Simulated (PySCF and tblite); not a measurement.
The numbers below are computed, except where a source is named.
Stationary points of 3-hydroxybenzaldehyde at GFN2-xTB, in Å:

Structure A

```
 1 O     3.013   -1.296   -0.575
 2 C     2.502   -0.228   -0.360
 3 C     1.068    0.006   -0.142
 4 C     0.592    1.296    0.093
 5 C    -0.759    1.499    0.295
 6 C    -1.641    0.430    0.266
 7 C    -1.173   -0.861    0.032
 8 O    -2.002   -1.933   -0.004
 9 C     0.185   -1.069   -0.172
10 H     3.113    0.697   -0.310
11 H     1.279    2.128    0.116
12 H    -1.138    2.494    0.477
13 H    -2.698    0.596    0.424
14 H    -2.913   -1.658    0.153
15 H     0.557   -2.065   -0.354
```

Structure B

```
 1 O     2.846   -1.440   -0.435
 2 C     2.410   -0.328   -0.279
 3 C     0.993    0.010   -0.102
 4 C     0.592    1.333    0.072
 5 C    -0.750    1.625    0.237
 6 C    -1.694    0.615    0.233
 7 C    -1.301   -0.712    0.059
 8 O    -2.261   -1.669    0.061
 9 C     0.042   -1.009   -0.107
10 H     3.084    0.552   -0.258
11 H     1.329    2.122    0.075
12 H    -1.067    2.648    0.372
13 H    -2.743    0.829    0.361
14 H    -1.863   -2.539   -0.068
15 H     0.379   -2.029   -0.244
```

Structure C

```
 1 O     2.942   -1.371   -0.477
 2 C     2.466   -0.280   -0.293
 3 C     1.035    0.009   -0.134
 4 C     0.598    1.309    0.117
 5 C    -0.752    1.564    0.269
 6 C    -1.672    0.534    0.174
 7 C    -1.244   -0.767   -0.077
 8 O    -2.167   -1.778   -0.236
 9 C     0.108   -1.028   -0.230
10 H     3.111    0.620   -0.225
11 H     1.318    2.111    0.191
12 H    -1.094    2.570    0.461
13 H    -2.729    0.726    0.284
14 H    -2.375   -2.189    0.608
15 H     0.455   -2.030   -0.433
```

Geometries: GFN2-xTB; energies: B3LYP/pcSseg-1 + D3(BJ); zero-point and thermal terms from GFN2-xTB harmonic modes (soft modes blended into free rotors).

Task: Which structure is a saddle point, and along which motion?

Result: C: one imaginary mode (440i cm⁻¹ at GFN2-xTB, mostly on H14), along the rotation about the C7–O8 bond (torsion C6–C7–O8–H from 180° to 360°, rising).

Task: Give their symmetry and energies above the lowest.

Result: A Cs, 0.9 kcal/mol; B Cs, 0.0 kcal/mol; C C1, 4.5 kcal/mol.
